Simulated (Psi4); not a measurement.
Psi4 input (wB97X-D/6-31G*):

```
memory 1500 MB

molecule {
-1 2
F    -0.00000000   -0.00000000   -1.85692335
S     0.00000000    0.00000000    0.00000000
F     0.00000000    0.00000000    1.85692335
symmetry c1
no_reorient
no_com
}

set {
  basis 6-31G*
  reference uks
  scf_type pk
  dft_radial_points 99
  dft_spherical_points 590
  e_convergence 1e-8
  d_convergence 1e-7
  maxiter 150
}

e = energy('wb97x-d')
print_out(f'\nFINAL {e:.10f} DIPOLE {variable("CURRENT DIPOLE")[0]:.6f} {variable("CURRENT DIPOLE")[1]:.6f} {variable("CURRENT DIPOLE")[2]:.6f}\n')
```

Task: What final total energy does it give?

Result: -597.75362 Eh.
